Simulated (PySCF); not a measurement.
Computed shifts of a molecule C2H7ClSi, PBE0/pcSseg-1 (PySCF), GIAO, gas phase, equivalent atoms averaged, in ppm (number of nuclei): ²⁹Si: 22.1 (1). ¹³C: 4.6 (2). ¹H: 5.46 (1), 0.74 (6). References: ²⁹Si against TMS (σ = 352.7 ppm); ¹³C against TMS (σ = 186.3 ppm); ³⁵Cl against HCl (σ = 945.9 ppm); ¹H against TMS (σ = 31.56 ppm), references at their B3LYP-D3(BJ)/def2-TZVP geometries, non-relativistic (without spin–orbit terms, shifts of atoms bonded to Cl or Br come out too high). The structure is a stationary point at r2SCAN-D4/def2-SVP. One conformer was computed; it need not be the lowest.

**Question.** Which molecule gave these data?
(A) [SiH3]CCCl
(B) CC[SiH2]Cl
(C) C[SiH](C)Cl

**Answer.** C, C[SiH](C)Cl
